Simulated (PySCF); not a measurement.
Compound: ReOF4 (doublet state).
Bonds: Re1–O2, Re1–F3, Re1–F4, Re1–F5, Re1–F6.

Method: PBE0-D3(BJ)/def2-SVP geometry optimisation, gas phase, def2 core potentials past Kr (PySCF 2.14.0).

What internal coordinates does the optimisation give?

```csv
bond,length (Å)
Re1–O2,1.648
Re1–F3 and 3 like bonds,1.855
```

Bonds in one row agree within 0.01 Å and their mean is given. A selection of angles:
```csv
angle,degrees
O2–Re1–F3,108.1
F3–Re1–F4,84.5
F3–Re1–F5,143.9
```

All 4 F–Re bonds measure 1.855 Å. Re1 (rhenium bonded to 4 F and O) is square pyramidal (τ5 = (β − α)/60° = 0.00 from the two widest angles, 144.2° and 143.9° (0 for a square pyramid, 1 for a trigonal bipyramid)).

Point group: C4v (every atom within 0.08 Å of its image). Not checked by PBE0-D3(BJ)/def2-SVP frequencies. ⟨S²⟩ = 0.755 (exact for a doublet: 0.75).

Hardware: an x86-64 server with one thread (shared host). Cost: 51 s. These figures are those of the optimisation.

Neither the SCF state along the optimisation nor the shape of the open-shell metal species was proved the lowest: other solutions of the same spin, or a structure of lower symmetry, can lie below.
